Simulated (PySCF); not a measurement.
Compound: C₂H₁₀OSi₄.
Cartesian coordinates in Å at the GFN2-xTB level; atoms count from 1:
```xyz
17
C2H10OSi4 angstrom
C      2.0335   -1.7286   -2.2386
C      1.9411   -1.5190   -1.0585
Si     1.7763   -1.1917    0.7593
O      0.2585   -0.7277    1.0650
Si    -1.0851    0.1926    0.8557
Si    -0.4863    2.3638    1.4019
Si    -1.8866   -0.2618   -1.2688
H      2.1227   -1.9166   -3.2707
H      1.9566   -2.4202    1.5283
H      2.6665   -0.0890    1.1309
H     -1.9460   -0.3948    1.9045
H     -0.0206    2.5738    2.7794
H     -1.6324    3.2634    1.2247
H      0.5870    2.8954    0.5502
H     -0.9571    0.1532   -2.3273
H     -2.2053   -1.6678   -1.5462
H     -3.1298    0.4870   -1.4996
```

The calculation used TDDFT wB97X-D/def2-SVPD, vertical, gas phase, core orbitals frozen in the response in PySCF.

Frontier orbitals with the atoms that hold most of them (Löwdin shares over 4%, at most four atoms; ? is withheld):

```tsv
orbital	ε (eV)	atoms
HOMO-3	-10.52	C2 38%, C1 36%, Si5 4%, Si7 4%
HOMO-2	-10.36	C2 36%, C1 36%, Si3 5%
HOMO-1	-10.10	?
HOMO	-9.59	Si5 23%, O4 19%, Si6 19%, Si7 17%
LUMO	0.65	?
LUMO+1	1.19	Si5 20%, Si6 20%, Si7 19%, H12 7%
LUMO+2	1.73	Si5 16%, C2 15%, C1 15%, Si6 14%
```

**Question.** Which atoms hold the HOMO-1, and with what shares?

**Answer.** O4 (bonded to 2 Si) 21%; Si5 (bonded to O, 2 Si and H) 16%; H11 (bonded to Si) 12%; C2 (bonded to C and Si) 9%.

**Question.** Which atoms hold the LUMO, and with what shares?

**Answer.** Si5 (bonded to O, 2 Si and H) 22%; Si7 (bonded to Si and 3 H) 13%; Si6 (bonded to Si and 3 H) 13%; Si3 (bonded to C, O and 2 H) 9%.

**Question.** How does S1 compare with the orbital gap of 10.23 eV?

**Answer.** S1 is at 5.83 eV (f = 0.037), 4.40 eV below the gap, made of HOMO→LUMO (88%). Without the coupling terms of the response equations the lowest excitation would equal the gap.

Next come S2 at 6.01 eV (f 0.0008), HOMO-2→LUMO (28%), HOMO-2→LUMO+2 (18%), HOMO-1→LUMO (14%); S3 at 6.33 eV (f 0.0023), HOMO-1→LUMO (31%), HOMO-2→LUMO (15%), HOMO-2→LUMO+3 (12%); S4 at 6.42 eV (f 0.011), HOMO-1→LUMO (36%), HOMO-3→LUMO (21%), HOMO-3→LUMO+3 (11%); S5 at 6.49 eV (f 0.025), HOMO-3→LUMO+3 (32%), HOMO→LUMO+1 (18%), HOMO-2→LUMO+3 (12%).

One conformer stands for the species.
